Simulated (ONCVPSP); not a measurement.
Logarithmic derivatives: indium, ONCV

- Element: In
- Generator: ONCVPSP 4.0.1
- Type: optimised norm-conserving Vanderbilt (ONCV)
- Functional: LDA (Perdew-Wang 92)
- Relativity: scalar-relativistic
- Frozen core: [Kr]
- Valence charge: 13
- Reference configuration: 4d10 5s2 5p1
- Partial waves: 5s: rc 1.75 bohr, ncon 4, nbas 7, qcut 3.5 1/bohr, local; 5p: rc 2.75 bohr, ncon 4, nbas 9, qcut 3.6 1/bohr, 3 projectors, debl 1.3 Ha; 4d: rc 1.75 bohr, ncon 4, nbas 9, qcut 7.3 1/bohr, 3 projectors, debl 3 Ha
- Local potential: the s channel
- Core correction: Teter function, fcfact 1.5, rcfact 1.45

The phase is arctan(r·R′/R) of the radial function R(r), unwrapped; energies in Ha, scanned from -2 to 5 Ha. A pole is an energy at which the radial function vanishes at the test radius. The pseudo phase is shifted by a multiple of π to meet the all-electron one at the reference energy, and phase errors are pseudo minus all-electron; the curves can meet again beyond the range given. Levels narrower than the energy grid can be missing from the lists of poles.

Q: For each channel, where are the poles, and over which energies does the pseudopotential scatter like the atom?

A:

```tsv
channel	radius (bohr)	reference energy (Ha)	poles, all-electron	poles, pseudo	unbroken range about the reference energy with phases within 0.05 rad	phase error 1 Ha above the reference energy (rad)
s	1.77	-0.31	3.68	2.54	below 1.4	-0.034
p	2.79	-0.10	0.82, 4.54	0.82, 4.50	the whole range	-0.000
d	1.77	-0.69	-0.21	-0.21	the whole range	+0.000
```

Phases in the d channel:

```json
{"E (Ha)": "-1.98", "all-electron": "1.047", "pseudo": "1.047"}
{"E (Ha)": "-1.62", "all-electron": "0.849", "pseudo": "0.850"}
{"E (Ha)": "-1.26", "all-electron": "0.285", "pseudo": "0.286"}
{"E (Ha)": "-0.90", "all-electron": "-0.864", "pseudo": "-0.864"}
{"E (Ha)": "-0.54", "all-electron": "-1.382", "pseudo": "-1.382"}
{"E (Ha)": "-0.18", "all-electron": "-1.581", "pseudo": "-1.581"}
{"E (Ha)": "0.18", "all-electron": "-1.700", "pseudo": "-1.700"}
{"E (Ha)": "0.54", "all-electron": "-1.798", "pseudo": "-1.798"}
{"E (Ha)": "0.90", "all-electron": "-1.903", "pseudo": "-1.903"}
{"E (Ha)": "1.26", "all-electron": "-2.041", "pseudo": "-2.041"}
{"E (Ha)": "1.62", "all-electron": "-2.262", "pseudo": "-2.262"}
{"E (Ha)": "1.98", "all-electron": "-2.665", "pseudo": "-2.665"}
{"E (Ha)": "2.34", "all-electron": "-3.309", "pseudo": "-3.309"}
{"E (Ha)": "2.70", "all-electron": "-3.865", "pseudo": "-3.865"}
{"E (Ha)": "3.06", "all-electron": "-4.170", "pseudo": "-4.170"}
{"E (Ha)": "3.42", "all-electron": "-4.336", "pseudo": "-4.336"}
{"E (Ha)": "3.78", "all-electron": "-4.438", "pseudo": "-4.438"}
{"E (Ha)": "4.14", "all-electron": "-4.506", "pseudo": "-4.506"}
{"E (Ha)": "4.50", "all-electron": "-4.556", "pseudo": "-4.556"}
{"E (Ha)": "4.86", "all-electron": "-4.595", "pseudo": "-4.595"}
```
